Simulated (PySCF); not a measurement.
## Electronic absorption of C6H12BN

Compound: C₆H₁₂BN.
Structure used (PBE0-D3(BJ)/def2-SVP), in Å, numbered top down from 1:
```xyz
20
C6H12BN angstrom
C      3.907    0.018   -0.479
C      2.531   -0.395   -0.643
N      1.437   -0.724   -0.779
B     -0.047   -1.119   -0.921
C     -0.877   -0.369    0.245
C     -1.030    1.173    0.242
C     -2.499    1.001    0.668
C     -2.421   -0.460    0.189
H      4.568   -0.632   -1.070
H      4.195   -0.049    0.580
H      4.031    1.057   -0.818
H     -0.358   -0.744   -2.050
H     -0.056   -2.345   -0.837
H     -0.540   -0.693    1.247
H     -0.373    1.767    0.900
H     -0.950    1.580   -0.780
H     -2.613    1.063    1.762
H     -3.254    1.659    0.207
H     -2.914   -1.233    0.800
H     -2.776   -0.568   -0.849
```

The calculation used TDDFT PBE0/def2-SVPD, vertical, gas phase, core orbitals frozen in the response (PySCF).

| state | E (eV) | λ (nm) | f | \|μ\| (D) | main configurations (H = HOMO, L = LUMO) |
| --- | --- | --- | --- | --- | --- |
| S1 | 5.12 | 242.0 | 0.0048 | 0.50 | H→L+1 (79%), H→L (16%) |
| S2 | 5.28 | 234.9 | 0.045 | 1.50 | H→L (60%), H→L+1 (15%), H-1→L+1 (14%) |
| S3 | 5.43 | 228.4 | 0.018 | 0.95 | H-1→L (74%), H-1→L+1 (16%) |
| S4 | 5.85 | 211.8 | 0.0041 | 0.43 | H→L+2 (96%) |
| S5 | 5.97 | 207.8 | 0.277 | 3.50 | H-1→L+1 (64%), H→L (16%), H-1→L (9%) |
| S6 | 6.22 | 199.5 | 0.0062 | 0.51 | H-1→L+2 (97%) |
| S7 | 6.37 | 194.7 | 0.015 | 0.78 | H-2→L (97%) |
| S8 | 6.43 | 192.9 | 0.0013 | 0.23 | H-2→L+1 (98%) |
| S9 | 6.58 | 188.6 | 0.0032 | 0.36 | H-3→L (92%) |
| S10 | 6.74 | 183.9 | 0.110 | 2.07 | H-3→L+1 (92%) |

Triplets (Tamm–Dancoff): T1 4.75 eV, H→L (69%), H→L+1 (10%), H-1→L+1 (9%); T2 4.95 eV, H→L+1 (62%), H→L (17%), H-1→L+1 (10%); T3 5.04 eV, H-1→L+1 (51%), H-1→L (21%), H→L+1 (10%); T4 5.26 eV, H-1→L (64%), H-1→L+1 (16%), H→L+1 (14%).

The lowest singlet comes at 242 nm (494 kJ/mol) in the ultraviolet; it is very weak; its leading configuration is HOMO→LUMO+1 (79%). The strongest level in the table is S5 at 5.97 eV (208 nm, f = 0.277). Löwdin shares by element: HOMO carbon 45% or more, boron 21% (atoms not listed hold the other 34%); LUMO (one of a set within 0.03 eV) carbon 46% or more, nitrogen 32%, hydrogen 7% or more. Weighted by f, the mean energy of these states is 6.07 eV. The listed states span 1.62 eV, and the widest gap between neighbours is 0.43 eV (S3 to S4). The oscillator strengths of these states sum to 0.484; summed over the whole spectrum of an exact calculation they would give the number of electrons, 60 (Thomas–Reiche–Kuhn). The vertical ionisation energy (ΔSCF) is 8.58 eV, 1.84 eV above S10. Only the lowest 10 singlets were computed, as vertical energies without vibronic structure.

On an Intel Xeon at 2.50 GHz with one thread, no GPU, shared host with 64 logical CPUs at a one-minute load of 56, this took 14 min and 1.0 GiB of memory at its peak.

One conformer stands for the species.
